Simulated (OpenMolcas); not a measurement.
Sm3+ in Cs2NaYBr6: curves along the breathing mode

Sm3+ with its 6 nearest bromide ions, on the Y site of Cs2NaYBr6 (a = 11.3047 Å, distance in the model lattice 2.765 Å). The rest of the host is ab initio model potentials to 7.6 Å, with orthogonalisation functions on the cations behind the ligands, and point charges beyond; the distance is set by hand and nothing relaxes. Ligand basis ANO-RCC-VDZP.

* Program: OpenMolcas 26.06
* Method: CASSCF
* Basis: ANO-RCC-VDZP [7s6p4d2f1g]
* Scalar Hamiltonian: DKH2, point nucleus
* Active space: 5 electrons in 7 orbitals (4f)
* State averaging: 2S+1 = 6 odd, 21 roots; 2S+1 = 4 odd, 128 roots kept (CI in the orbitals of an earlier block, 108 in the spin-orbit step); 2S+1 = 2 odd, 130 roots kept (CI in the orbitals of an earlier block, 41 in the spin-orbit step)
* Spin-orbit coupling: RASSI with atomic mean-field integrals over the reference wave functions

Spin-free energies (labels of O, the rotations of Oh) in cm-1 above the lowest fitted minimum, as all ligands move together:

```csv
R (Å),6T1,6E,6T2,6T1(2),6T2(2),6A2,6T1(3)
2.645,8780,8900,8970,9270,15580,15620,15690
2.707,3260,3360,3430,3690,10050,10080,10140
2.77,480,570,630,860,7270,7290,7340
2.832,180,260,320,510,6960,6980,7030
2.894,2020,2090,2150,2320,8790,8810,8850
2.957,5880,5940,6000,6150,12650,12670,12700
3.019,11520,11570,11620,11760,18290,18300,18330
```

Cubic fits give the following; the wavenumber is harmonic, with the mass of all moving ligands, small differences in it between states hang on the degree of the fit, a number in brackets counts states of one label, and the table is a selection of at most 14 states with clean curves.

```
 State  R0 (Å)  Breathing mode (cm-1)  Minimum (cm-1)
   6T1   2.810                    204               0
    6E   2.810                    204              80
   6T2   2.810                    204             140
6T1(2)   2.811                    204             350
6T2(2)   2.810                    204            6780
   6A2   2.810                    204            6810
6T1(3)   2.810                    204            6850
   4A1   2.809                    204           22140
   4T1   2.809                    204           22150
   4T2   2.809                    204           22180
   4A2   2.809                    204           22320
4T2(2)   2.809                    204           22410
    4E   2.810                    204           22430
4A2(2)   2.809                    205           22490
```

For an f ion spin-orbit coupling outweighs the ligand field, so these spin-free curves are not those of observable levels.

High states are left out of the spin-orbit mixing, which shifts the levels that they would mix with. Without dynamic correlation the ligand-field splitting of an f shell can come out too small, at times by half. A group larger than the point group allows holds several states that coincide in this model. No measured value stands beside these numbers.
